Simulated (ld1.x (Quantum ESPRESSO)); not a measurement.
What the settings do to the TM potential of La

Base potential:

ld1.x (Quantum ESPRESSO) 7.5 input, shortened:

```
&input
   title='La', zed=57., rel=1, dft='PZ', iswitch=3,
   config='[Xe] 4f0 5d0 6s0 6p0'
 /
 &inputp
   pseudotype=2, tm=.true., lloc=-2, rcloc=2.50,
   nlcc=.false.
 /
4
5S  1  0   2.00   0.00  1.50  1.50  0.0
5P  2  1   6.00   0.00  2.00  2.00  0.0
5D  3  2   0.00   0.00  3.70  3.70  0.0
4F  4  3   0.00   0.00  1.45  1.45  0.0
 &test
   configts(1)='4f0 5s2 5p6 5d0 6s0 6p0'
 /
```

All-electron outer shells of the reference configuration (LDA (PZ), scalar-relativistic, ld1.x):

```
shell  level (eV)  outermost node (bohr)  outermost maximum (bohr)
   4p     -223.04                   0.34                      0.63
   4d     -127.23                   0.32                      0.68
   5s      -61.90                   0.77                      1.39
   5p      -44.91                   0.83                      1.58
   4f      -27.65                      –                      0.75
   5d      -23.49                   0.94                      2.05
   6s      -20.34                   1.80                      3.18
   6p      -15.74                   2.06                      3.69
```

Cutoffs, loose and tight: the cutoffs (Ry, on a coarse ladder) from which the occupation-weighted sum of valence levels, in a spherical-Bessel basis at the reference potential, stays within 10 and 1 mRy of its value at 400 Ry. They do not see the model core or the augmentation charge, which bear on the density cutoff. Test errors are all-electron minus pseudo excitation energies from the reference, over the configurations 4f0 5s2 5p6 5d1 6s2 6p0; 4f0 5s2 5p6 5d1 6s1 6p0; 4f0 5s2 5p6 5d1 6s0 6p0; 4f0 5s2 5p6 5d0 6s2 6p1; 4f0 5s2 5p6 5d1 6s1.5 6p0; 4f1 5s2 5p6 5d1 6s0 6p0; 4f1 5s2 5p6 5d0 6s1 6p0 (two spin-polarised tests are not counted in the largest error). A dash means not determined; rows that change the core or the reference have their own tests. The largest error is taken over the tests solved by every variant that gives reliable tests at all: 4f0 5s2 5p6 5d1 6s0 6p0; 4f0 5s2 5p6 5d1 6s1 6p0; 4f0 5s2 5p6 5d1 6s1.5 6p0; 4f0 5s2 5p6 5d1 6s2 6p0; 4f1 5s2 5p6 5d0 6s1 6p0; 4f1 5s2 5p6 5d1 6s0 6p0.

For the base: The cutoffs count occupied waves only; the empty 4f level needs 140 Ry at the loose tolerance.

A true bound ghost makes a file unfit for plane-wave use even where its test errors are small: the radial tests pick states by their node count and pass the ghost by. Where a test does run into it, the solver fails or the error is huge.

```tsv
change	outcome	cutoff, loose	cutoff, tight	bound ghosts	largest test error (meV)
base	generated	50 Ry	90 Ry	s	+5341
wave 5d (bound): rc 3.70 bohr becomes 5d (bound): rc 2.48 bohr	generated	50 Ry	90 Ry	s	+5329
wave 5d (bound): rc 3.70 bohr becomes 5d (bound): rc 3.24 bohr	generated	50 Ry	90 Ry	s	+5329
wave 5d (bound): rc 3.70 bohr becomes 5d (bound): rc 3.60 bohr	generated	50 Ry	90 Ry	s	+5337
wave 5d (bound): rc 3.70 bohr becomes 5d (bound): rc 4.44 bohr	generated	50 Ry	90 Ry	s	+5401
wave 5d (bound): rc 3.70 bohr becomes 5d (bound): rc 4.70 bohr	generated	50 Ry	90 Ry	s	+5453
wave 5d (bound): rc 3.70 bohr becomes 5d (bound): rc 5.54 bohr	generated	50 Ry	90 Ry	s	+5638
```

Reading the sweep of the d radius (base included, trends over the rows without a ghost): Bound ghosts are found at 2.48, 3.24, 3.6, 3.7, 4.44, 4.7, 5.54 bohr. Every judged row has one, so this setting neither creates nor removes them.
